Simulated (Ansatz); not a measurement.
`[NH2][Al]([F])[SH]` and `[NH2][Ga]([F])[SH]` differ in one element.

Ansatz, PBE0-D4/def2-TZVP geometries, multiplicity 1. Each molecule was computed in one conformer, which needn't be the lowest.

Scalar relativity is left out up to krypton.

```
                             property  `[NH2][Al]([F])[SH]`
  HOMO–LUMO gap (PBE/def2-TZVPP) / eV                  5.01
HOMO energy (ωB97M-V/def2-TZVPP) / eV                 -9.82
HOMO–LUMO gap (B3LYP/def2-TZVPP) / eV                  6.61
    HOMO energy (PBE/def2-TZVPP) / eV                 -6.24
LUMO energy (ωB97M-V/def2-TZVPP) / eV                  1.16
  HOMO energy (B3LYP/def2-TZVPP) / eV                 -7.32
```

(1) What does the change do to each property? (Estimate.)

Answers

(1) The calculation gave: 
```csv
property,`[NH2][Ga]([F])[SH]`,shift
HOMO–LUMO gap (PBE/def2-TZVPP) / eV,4.69,-0.32
HOMO energy (ωB97M-V/def2-TZVPP) / eV,-9.91,-0.09
HOMO–LUMO gap (B3LYP/def2-TZVPP) / eV,6.37,-0.24
HOMO energy (PBE/def2-TZVPP) / eV,-6.30,-0.06
LUMO energy (ωB97M-V/def2-TZVPP) / eV,1.09,-0.07
HOMO energy (B3LYP/def2-TZVPP) / eV,-7.40,-0.08
```

With PBE0 the HOMO falls by 0.07 eV and the LUMO falls by 0.27 eV, so the gap narrows by about 0.20 eV. PBE moves the HOMO by -0.06 eV and ωB97M-V by -0.09 eV.

B3LYP here is the variant with VWN-RPA as its local correlation; programs differ in this.
